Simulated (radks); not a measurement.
Values are calculated unless marked as measured or tabulated.
Species: Kr2+. Configuration: [Ar] 3d10 4s2 4p4 (the NIST ground configuration). Level of theory: scalar-relativistic Kohn-Sham, PBEsol, spin-polarised, spherical densities, point nucleus; open shells are filled with parallel spins first; hard spherical wall at 10 bohr (a radial shooting solver on a logarithmic mesh with Libxc functionals).

Normalised radial functions P(r) = r R(r), r in bohr:

| r | 3d down | 4s down | 4p up |
|---|---|---|---|
| 0.001391 | 0.0000 | 0.0295 | 0.0004 |
| 0.001841 | 0.0000 | 0.0380 | 0.0007 |
| 0.002436 | 0.0000 | 0.0487 | 0.0012 |
| 0.003249 | 0.0000 | 0.0623 | 0.0020 |
| 0.004299 | 0.0001 | 0.0784 | 0.0034 |
| 0.005688 | 0.0002 | 0.0974 | 0.0057 |
| 0.007526 | 0.0003 | 0.1186 | 0.0094 |
| 0.01004 | 0.0008 | 0.1414 | 0.0156 |
| 0.01328 | 0.0017 | 0.1616 | 0.0254 |
| 0.01757 | 0.0037 | 0.1749 | 0.0406 |
| 0.02325 | 0.0080 | 0.1738 | 0.0633 |
| 0.03101 | 0.0173 | 0.1476 | 0.0967 |
| 0.04103 | 0.0355 | 0.0880 | 0.1393 |
| 0.05429 | 0.0708 | -0.0091 | 0.1887 |
| 0.07183 | 0.1354 | -0.1334 | 0.2338 |
| 0.09581 | 0.2500 | -0.2527 | 0.2531 |
| 0.1268 | 0.4249 | -0.2982 | 0.2147 |
| 0.1677 | 0.6665 | -0.2100 | 0.0942 |
| 0.2219 | 0.9490 | 0.0257 | -0.1016 |
| 0.296 | 1.2103 | 0.3247 | -0.3129 |
| 0.3916 | 1.3378 | 0.4758 | -0.4089 |
| 0.5182 | 1.2685 | 0.3220 | -0.2935 |
| 0.6856 | 1.0142 | -0.1206 | 0.0349 |
| 0.9072 | 0.6676 | -0.6267 | 0.4517 |
| 1.21 | 0.3417 | -0.9177 | 0.7758 |
| 1.601 | 0.1338 | -0.8488 | 0.8409 |
| 2.118 | 0.0365 | -0.5460 | 0.6545 |
| 2.803 | 0.0062 | -0.2396 | 0.3626 |
| 3.738 | 0.0005 | -0.0646 | 0.1327 |
| 4.946 | 0.0000 | -0.0102 | 0.0308 |
| 6.544 | 0.0000 | -0.0008 | 0.0038 |
| 8.659 | 0.0000 | 0.0000 | 0.0002 |

3d down: eigenvalue -106.57 eV, 0 radial nodes, <r> = 0.554 bohr, 90 % of the charge inside 0.906 bohr. 4s down: eigenvalue -44.919 eV, 3 radial nodes at r = 0.0531, 0.216, 0.642 bohr, <r> = 1.50 bohr, 90 % of the charge inside 2.21 bohr. 4p up: eigenvalue -31.834 eV, 2 radial nodes at r = 0.194, 0.669 bohr, <r> = 1.73 bohr, 90 % of the charge inside 2.57 bohr.
